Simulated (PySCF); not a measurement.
CH₈OSeSi₂.
SMILES with atom numbers: `[CH3:1][Si@H:2]([OH:3])[Se:4][SiH3:5]` (hydrogens: H6, H7, H8 on C1; H9 on Si2; H10 on O3; H11, H12, H13 on Si5)

Computed by this run: PBE0-D3(BJ)/def2-SVP geometry optimisation, gas phase (PySCF); density fitting, grid level 1; the optimiser is geomeTRIC in internal coordinates, started from a GFN2-xTB structure with every atom displaced at random (about 0.01 Å).

Step 4: E = -84289.1382 eV
```
atom  x, y, z in Å  |  force x, y, z in eV/Å
C1     -1.2358   -1.2072   -0.0368   -0.120   0.028   0.024
Si2    -0.9698    0.6202   -0.2308    0.116   0.038  -0.040
O3     -2.3252    1.2651   -0.9425    0.014  -0.062  -0.061
Se4     0.8159    1.0861   -1.6160   -0.049   0.004  -0.038
Si5     2.3696    0.0509   -0.3111   -0.032  -0.010   0.055
H6     -0.4506   -1.6545    0.5883    0.063  -0.028   0.026
H7     -1.2403   -1.7139   -1.0125   -0.007   0.017  -0.017
H8     -2.2056   -1.3821    0.4566    0.010  -0.025   0.001
H9     -0.6796    1.2650    1.0862   -0.016  -0.010   0.020
H10    -2.2435    2.1414   -1.3286   -0.015   0.052   0.035
H11     3.7119    0.4724   -0.7999    0.007   0.013  -0.009
H12     2.1915    0.4529    1.1180    0.017  -0.013   0.003
H13     2.2518   -1.4357   -0.3992    0.013  -0.005   0.000
```

Step 5: E = -84289.1473 eV
```
atom  x, y, z in Å  |  force x, y, z in eV/Å
C1     -1.2581   -1.2213   -0.0602   -0.165   0.042   0.124
Si2    -0.9542    0.5957   -0.2750    0.218   0.036  -0.083
O3     -2.3108    1.2688   -0.9538   -0.009   0.008  -0.058
Se4     0.8272    0.9850   -1.6979   -0.082  -0.020  -0.032
Si5     2.3696    0.0651   -0.2993   -0.017  -0.022   0.090
H6     -0.4372   -1.6826    0.5057    0.079  -0.047   0.004
H7     -1.3521   -1.7313   -1.0288    0.005   0.015  -0.036
H8     -2.1880   -1.3714    0.5132    0.014  -0.024  -0.028
H9     -0.5982    1.2541    1.0191   -0.048  -0.022   0.038
H10    -2.2547    2.1999   -1.1886   -0.028   0.019   0.010
H11     3.7206    0.5082   -0.7429    0.002   0.027  -0.023
H12     2.1141    0.5187    1.1033    0.026  -0.014  -0.003
H13     2.3119   -1.4282   -0.3231    0.006   0.002  -0.003
```

Step 6: E = -84289.1481 eV
```
atom  x, y, z in Å  |  force x, y, z in eV/Å
C1     -1.3133   -1.2397   -0.0861   -0.101   0.025   0.172
Si2    -0.9315    0.5592   -0.3223    0.209   0.008  -0.103
O3     -2.2746    1.2857   -0.9718   -0.016   0.084   0.006
Se4     0.8442    0.8339   -1.7810   -0.085  -0.012   0.032
Si5     2.3885    0.0923   -0.2826    0.010  -0.030   0.069
H6     -0.4666   -1.7421    0.4037    0.052  -0.048  -0.030
H7     -1.5116   -1.7356   -1.0462    0.004   0.005  -0.041
H8     -2.1954   -1.3545    0.5655    0.004  -0.010  -0.045
H9     -0.5105    1.2186    0.9527   -0.074  -0.018   0.034
H10    -2.2496    2.2467   -1.0217   -0.021  -0.024  -0.046
H11     3.7293    0.5867   -0.7048   -0.005   0.023  -0.031
H12     2.0578    0.6102    1.0818    0.025  -0.008  -0.013
H13     2.4235   -1.4007   -0.2155   -0.003   0.004  -0.005
```

**Question.** Estimate the geometry and energy of step 7. (The exact step hangs on the optimiser's Hessian estimate; all steps are aligned on step 6, rigid shifts and turns removed.)

**Answer.** E = -84289.1546 eV, largest force 0.109 eV/Å
```
atom  x, y, z in Å  |  force x, y, z in eV/Å
C1     -1.3168   -1.2387   -0.0762   -0.052   0.022   0.089
Si2    -0.9385    0.5642   -0.3052    0.098   0.002  -0.046
O3     -2.2787    1.2838   -0.9716   -0.001   0.031  -0.007
Se4     0.8374    0.8626   -1.7499   -0.035  -0.022   0.016
Si5     2.3998    0.0898   -0.2837    0.012  -0.009   0.035
H6     -0.4800   -1.7424    0.4317    0.016  -0.015  -0.028
H7     -1.4850   -1.7298   -1.0452    0.000   0.005  -0.021
H8     -2.2178   -1.3613    0.5466    0.004  -0.003  -0.021
H9     -0.5513    1.2177    0.9833   -0.029  -0.010   0.022
H10    -2.2434    2.2397   -1.0767   -0.008  -0.015  -0.021
H11     3.7308    0.5845   -0.7374   -0.007   0.010  -0.014
H12     2.1083    0.5946    1.0933    0.007  -0.001  -0.003
H13     2.4254   -1.4039   -0.2377   -0.006   0.004  -0.001
```

The energy changes by -0.0065 eV. The first-order estimate −F·Δx gives -0.0085 eV and the mean of the old and new forces, exact on a quadratic surface, -0.0057 eV. The step makes an angle of 79° with the force vector and moves no atom by more than 0.056 Å.

The cost below is that of the whole optimisation. The run took 3.5 min on an Arm Neoverse V2 with one thread, shared host with 96 logical CPUs at a one-minute load of 29, and the process peaked at 0.58 GiB of memory.
